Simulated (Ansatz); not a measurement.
Basis-set extrapolation for C₃H₉NOSi, SMILES `C=C[SiH](N)OC` (PBE0-D4/def2-TZVP geometry, frozen core, Ansatz). Multiplicity 1, RHF reference.

```json
{"": "HF", "def2-TZVPP": "-537.261548", "def2-QZVPP": "-537.282921"}
{"": "MP2 correlation", "def2-TZVPP": "-1.069091", "def2-QZVPP": "-1.145082"}
{"": "CCSD(T) correlation", "def2-TZVPP": "-1.164684", "def2-QZVPP": "not run"}
```

Energies in hartree. Use E(X) = E(∞) + A·exp(−7.88·√X) for Hartree–Fock and E(X) = E(∞) + B·X^(−2.97) for correlation, with X = 3 and 4, and add CCSD(T) minus MP2 of the smaller set to the MP2 limit.

Task: What is the CCSD(T) energy at the basis-set limit?

Result: HF limit: -537.282921 + (-0.021373) × 0.13774 = -537.28586. MP2 limit: -1.145082 + (-0.075991) × 0.74074 = -1.20137. Higher-order term: -1.164684 − (-1.069091) = -0.09559. Total: -538.58282 hartree, 411.1 kJ/mol below CCSD(T)/def2-TZVPP.
